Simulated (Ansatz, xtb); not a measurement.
## Relative energy of two isomers of CH3F3GeS

We compare a, `F[CH2][Ge]([F])([F])[SH]`, a singlet, with b, `[F][Ge]([F])([F])[CH2]S`, a singlet. Both are isolated molecules in the gas phase, relaxed with PBE0-D4/def2-SVP; the shapes shown needn't be the lowest conformers.

a (Å):

```yaml
atoms:
  - { symbol: C, position_ang: [-0.3895, 0.3669, 0.2445] }
  - { symbol: F, position_ang: [-1.6830, 0.1281, 0.6016] }
  - { symbol: F, position_ang: [-1.1309, -0.5073, -2.5481] }
  - { symbol: F, position_ang: [-1.0475, 2.1659, -2.1325] }
  - { symbol: Ge, position_ang: [-0.2518, 0.6992, -1.6773] }
  - { symbol: S, position_ang: [1.8281, 0.8380, -2.3688] }
  - { symbol: H, position_ang: [-0.0004, 1.2508, 0.7780] }
  - { symbol: H, position_ang: [0.2447, -0.4998, 0.4998] }
  - { symbol: H, position_ang: [1.4796, 1.6872, -3.3614] }
```

b (Å):

```yaml
atoms:
  - { symbol: C, position_ang: [-0.7978, -0.6633, -1.0287] }
  - { symbol: F, position_ang: [-3.0477, -0.3231, 1.0100] }
  - { symbol: F, position_ang: [-0.5970, 0.7533, 1.5960] }
  - { symbol: F, position_ang: [-2.2068, 1.9424, -0.2771] }
  - { symbol: Ge, position_ang: [-1.6744, 0.4191, 0.3015] }
  - { symbol: S, position_ang: [-1.8911, -0.9924, -2.4395] }
  - { symbol: H, position_ang: [-0.4965, -1.5892, -0.5142] }
  - { symbol: H, position_ang: [0.1087, -0.1123, -1.3246] }
  - { symbol: H, position_ang: [-1.0195, -1.7738, -3.1129] }
```

Task: Which of the two would you expect CCSD(T)/def2-SVP + ΔMP2/def2-TZVPP electronic energies to favour?

Result: Structure b; the calculation gives E(b) − E(a) = −18.5 kcal/mol.

Level by level:

| level | geometry | E(b) − E(a) (kcal/mol) | departure from the last row (kcal/mol) | job, with rough time for the two |
| --- | --- | --- | --- | --- |
| GFN2-xTB | GFN2-xTB | +0.4 | +19.0 | optimisation, 0.19 s |
| HF/STO-3G | GFN2-xTB | −3.1 | +15.4 | single point, 0.6 s |
| r2SCAN-D4/def2-SVP | GFN2-xTB | −14.4 | +4.1 | single point, 5.4 s |
| PBE0-D4/def2-SVP | PBE0-D4/def2-SVP | −12.2 | +6.3 | optimisation, 1.9 min |
| HF/def2-SVP | PBE0-D4/def2-SVP | −14.6 | +3.9 | part of the CCSD(T) run |
| MP2/def2-SVP | PBE0-D4/def2-SVP | −19.4 | −0.9 | part of the CCSD(T) run |
| CCSD(T)/def2-SVP | PBE0-D4/def2-SVP | −17.4 | +1.1 | single point |
| CCSD(T)/def2-SVP + ΔMP2/def2-TZVPP | PBE0-D4/def2-SVP | −18.5 |  | single point, 72 s |

As drawn, b has 1 F–Ge, 1 C–S in place of 1 C–F, 1 Ge–S.

GFN2-xTB finds them nearly level. The largest departure from CCSD(T)/def2-SVP + ΔMP2/def2-TZVPP is that of GFN2-xTB, 19.0 kcal/mol. The last row adds to CCSD(T) the change of the MP2 difference between the two basis sets, here −1.1 kcal/mol.

With thermal terms from frequencies at re-optimised GFN2-xTB minima (ideal gas, soft modes damped towards free rotors, one conformer each, 298.15 K, 1 atm): the zero-point term adds −0.2 kcal/mol; ΔH is −18.8 and ΔG −18.5 kcal/mol.

The correlated steps freeze 18 core orbitals; the filled d shell of Ge is correlated, in a basis made for valence electrons. Programs: Ansatz 0.2.0, xtb 6.7.1; the last row on 2 threads of Arm Neoverse V1 on a shared host.
